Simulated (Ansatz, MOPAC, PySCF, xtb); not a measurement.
Dimer: HF (SMILES F) (first 2 atoms) with H2S (SMILES S); geometry from B3LYP-D3(BJ)/def2-TZVP, rigid monomers moved along the line of their centres of mass till H2···S3 is 2.02 Å.
(charge 0, multiplicity 1):
| atom | x (Å) | y (Å) | z (Å) |
|---|---|---|---|
| F | 0.0036 | -0.1409 | -0.3429 |
| H | 0.1275 | -0.3538 | 0.5634 |
| S | 0.2827 | -0.6665 | 2.5505 |
| H | -1.0273 | -0.4627 | 2.7693 |
| H | 0.5915 | 0.6143 | 2.8146 |

Monomers are frozen at their geometry in the pair; levels with a basis set take the counterpoise correction.

The state that PM6 reach isn't checked.

Codes used: Ansatz (a quantum-chemistry and plane-wave program) with Gaussian orbitals; MOPAC for PM6 (differences of heats of formation); PySCF for the dispersion terms; xtb for the GFN methods. 

Question: One of these levels gives -15.6 kJ/mol for the interaction energy. Name it.
(A) GFN2-xTB
(B) HF/aug-cc-pV(D+d)Z
(C) PM6
(D) B3LYP-D3(BJ)/def2-TZVPPD

Answer: A, GFN2-xTB. The others give 4.1 (PM6), -4.7 (HF/aug-cc-pV(D+d)Z), -22.0 (B3LYP-D3(BJ)/def2-TZVPPD)
